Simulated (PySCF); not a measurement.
A structure optimised at PBE0-D3(BJ)/def2-SVP, used in a PySCF frequency run:

```
Sn
O 1 1.9585
H 2 0.9656 1 111.72
O 1 1.9585 2 109.21 3 176.23
H 4 0.9656 1 111.72 2 -64.40
O 1 1.9585 2 109.21 3 -64.40
H 6 0.9656 1 111.72 2 176.23
Cl 1 2.3412 2 109.73 3 55.91
```

Task: Write its SMILES, formula and point group.

Result: [OH][Sn]([OH])([OH])[Cl], ClH3O3Sn, C3

Task: What are its rotational constants (standard atomic weights)?

Result: 2.7845, 1.7191, 1.7191 GHz
